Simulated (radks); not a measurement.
Problem. The table gives one normalised radial function P(r) = r R(r) of V0.875+ in [Ne] 3s2 3p(up 3, down 2.125) 3d3 4s2 (r in bohr). Method: scalar-relativistic Kohn-Sham, PBE, spin-polarised, spherical densities, finite nucleus; open shells are filled with parallel spins first; Fermi nuclear charge, rms radius 3.6002 fm; computed with a radial shooting solver on a logarithmic mesh with Libxc functionals.

r	P
0.003734	0.0020
0.005571	0.0043
0.008311	0.0092
0.0124	0.0192
0.0185	0.0394
0.02759	0.0783
0.04117	0.1483
0.06141	0.2610
0.09162	0.4108
0.1367	0.5420
0.2039	0.5207
0.3042	0.1880
0.4538	-0.4381
0.6769	-0.9919
1.01	-1.0173
1.507	-0.5789
2.248	-0.1742
3.353	-0.0233
5.002	-0.0010
7.462	0.0000

Which n and l does it have? It may be an empty orbital.

Solution. n = 3, l = 1: the number of nodes gives n - l - 1 = 1, the rise at small r (about r^(l+1)) gives l, and the extent must fit the shell. The curve is that of 3p up; the table hardly tells the two spins apart. 3p up: eigenvalue -58.080 eV, 1 radial node at r = 0.348 bohr, <r> = 0.995 bohr, 90 % of the charge inside 1.52 bohr.
